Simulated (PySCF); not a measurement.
Compound: C₈H₆BrN.
Bonds: Br1–C2, C2–C3 (aromatic), C3–C4 (aromatic), C4–C5 (aromatic), C5–C6 (aromatic), C6–C7 (aromatic), C7–C8 (aromatic), C8–N9 (aromatic), N9–C10 (aromatic), C2–C10 (aromatic), C6–C10 (aromatic). Hydrogens: H11 on C3; H12 on C4; H13 on C5; H14 on C7; H15 on C8; H16 on N9.

Computed with PySCF at CAM-B3LYP/def2-SVPD, non-relativistic, on one gas-phase PBE0-D3(BJ)/def2-SVP geometry that isn't relaxed in the solvent. The solvent is an IEF-PCM continuum (cavity from Bondi-type radii × 1.2). Specific hydrogen bonds and non-electrostatic terms are outside this model. Spin–orbit coupling is left out although an atom past zinc is present.

Gas phase at CAM-B3LYP/def2-SVPD: HOMO -7.36 eV, LUMO 0.26 eV, dipole 1.53 D.

Task: What does the continuum do to the energy, the frontier levels and the dipole at CAM-B3LYP/def2-SVPD in tetrahydrofuran and acetonitrile?

Result: 
| solvent | ε | E(solvent) − E(gas) (kcal/mol) | polarisation term (kcal/mol) | distortion of the solute (kcal/mol) | HOMO (eV) | LUMO (eV) | dipole (D) |
| --- | --- | --- | --- | --- | --- | --- | --- |
| tetrahydrofuran | 7.426 | -4.36 | -4.93 | 0.57 | -7.34 | 0.27 | 2.05 |
| acetonitrile | 35.69 | -5.33 | -6.21 | 0.88 | -7.35 | 0.25 | 2.17 |

The first energy column is the sum of the next two and covers electrostatics alone. From tetrahydrofuran to acetonitrile the lowering changes by a factor 1.22, Onsager's factor (ε − 1)/(2ε + 1) by 1.18 and ε itself by 4.8.

Task: Which radius a makes the point-dipole formula ΔE = −[(ε − 1)/(2ε + 1)]·μ²/a³ give the value in acetonitrile, with the gas-phase dipole?

Result: μ = 0.601 au and |ΔE| = 0.00850 Eh give a = 1.45 Å; the farthest nucleus lies 3.52 Å from the centroid of the nuclei, so such a sphere wouldn't even hold the nuclei. The formula assumes a rigid point dipole at the centre of a sphere.

Task: How does the static polarisability (CAM-B3LYP/def2-SVPD, frozen core, with the continuum's full static response) change?

Result: 
```csv
medium,isotropic (au),principal values (au),⟨r²⟩ of the electrons (bohr²)
gas,120.7,"68.9, 143.2, 149.9",1964.0
tetrahydrofuran,163.8,"91.9, 196.3, 203.2",1962.6
acetonitrile,174.8,"100.0, 208.4, 216.1",1962.2
```

The isotropic value in acetonitrile is 1.45 times the gas-phase one; no cavity-field correction is applied. ⟨r²⟩ is taken about the centre of nuclear charge.

The run took about 2.1 min of CPU time (one thread, shared machine). This is the whole response run at CAM-B3LYP/def2-SVPD in acetonitrile, SCF included.
